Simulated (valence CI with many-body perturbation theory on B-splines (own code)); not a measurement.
Pb XVII: E2, M1 decay

Method: relativistic CI+MBPT: six valence electrons over a frozen Dirac-Fock core [Kr] 4d10 4f14, a basis of 9 s, 9 p, 8 d, 6 f, 3 g, 1 h functions for each j, with the one-electron correlation potential Σ1 (screened to all orders), the two-electron term Σ2, the three-electron term Σ3, Breit, model QED; selected single and double excitations, second order for the rest, scaled by the run's own slope (own B-spline code, finite nucleus).

No measured levels were compared; by estimate levels hold to about 250 cm⁻¹ or 0.2 % of their energy and the worst to 1 %, as in measured heavy ions of charge 2 to 7. The list stops below the first excitations out of the core. Only levels of the ground parity were solved; by the run's estimate the other parity begins above the list, which can be wrong where configurations are misplaced.

Lines 1 to 7 of 7 in falling wavelength, among levels below 396140 cm⁻¹, chosen from the decays that carry over 1 % of a level's rate. Wavelengths and rates use the calculated energies, so an error of 500 cm⁻¹ moves a line at 305.1 nm by 1.5 % and its rate by three times that or more. Electric multipoles are in the length gauge, E1 and E2 with the static RPA response of the core. Weak lines are less certain than strong ones. Lines between different terms over intervals too small for the method are left out, as are lines whose strength nearly cancels.

Levels are named by their leading jj configuration (3d3/2^4 stands for four electrons in 3d with j = 3/2), which in mixed levels can hold well under half, so a name can repeat and another be missing.

| λ vac (nm) | Upper | Lower | Type | A (s⁻¹) | Branch % |
| --- | --- | --- | --- | --- | --- |
| 305.1 | (5s^2 5p1/2^2 5p3/2^2) J=0 | (5s^2 5p1/2^2 5p3/2^2) J=2 | E2 | 2.26e+00 | 100.0 |
| 53.68 | (5s^2 5p1/2 5p3/2^3) J=1 | (5s^2 5p1/2^2 5p3/2^2) J=0 | M1 | 4.53e+04 | 20.9 |
| 49.15 | (5s^2 5p1/2 5p3/2^3) J=2 | (5s^2 5p1/2^2 5p3/2^2) J=0 | E2 | 1.82e+03 | 1.5 |
| 45.65 | (5s^2 5p1/2 5p3/2^3) J=1 | (5s^2 5p1/2^2 5p3/2^2) J=2 | M1 | 1.64e+05 | 75.8 |
| 45.65 | (5s^2 5p1/2 5p3/2^3) J=1 | (5s^2 5p1/2^2 5p3/2^2) J=2 | E2 | 7.15e+03 | 3.3 |
| 42.33 | (5s^2 5p1/2 5p3/2^3) J=2 | (5s^2 5p1/2^2 5p3/2^2) J=2 | M1 | 1.06e+05 | 88.1 |
| 42.33 | (5s^2 5p1/2 5p3/2^3) J=2 | (5s^2 5p1/2^2 5p3/2^2) J=2 | E2 | 1.25e+04 | 10.4 |
